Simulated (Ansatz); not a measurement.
The cluster Cu₂Cl₂⁻. The state is a doublet with charge -1. Geometry r2SCAN-D4/def2-SVPD, basis def2-TZVPD, Ansatz.

```xyz
4

Cu    0.0141   -0.5148   -0.1145
Cu   -0.0015    1.9245   -0.0204
Cl    0.1947   -1.9827   -1.6697
Cl   -0.2074    0.5729    1.8046
```

```
run  HOMO (eV)  LUMO (eV)
  A      -2.58       3.78
  B      -0.50       1.90
  C      -0.04       1.28
  D      -0.12       1.54
  E       0.18       0.97
```

LC-ωPBE has ω = 0.4 bohr⁻¹. HSE06 is defined as in plane-wave codes, on full-range PBE exchange. The structure comes from a short search, and lower isomers may exist.

HOMO and LUMO are taken over both spins.

Problem. The runs used HSE06, LC-ωPBE, PBE, PBE0, r2SCAN. Estimate which is which.

Solution. A LC-ωPBE (range-separated); B PBE0 (25 % exact exchange); C r2SCAN (0 % exact exchange); D HSE06 (range-separated); E PBE (0 % exact exchange). Exact exchange lowers occupied and raises empty levels; among semilocal functionals meta-GGAs tend to open the gap a little, and such runs are hard to tell apart. The gap grows from 0.80 eV (PBE) to 6.36 eV (LC-ωPBE). At PBE-D4/def2-TZVPD the highest occupied level of the charge -1 doublet lies above zero (up to 0.18 eV). By energy differences its removal costs 2.30 eV (vertical, to the charge 0 singlet, at PBE-D4/def2-TZVPD); a positive level beside a positive removal energy at the same level points to self-interaction error.
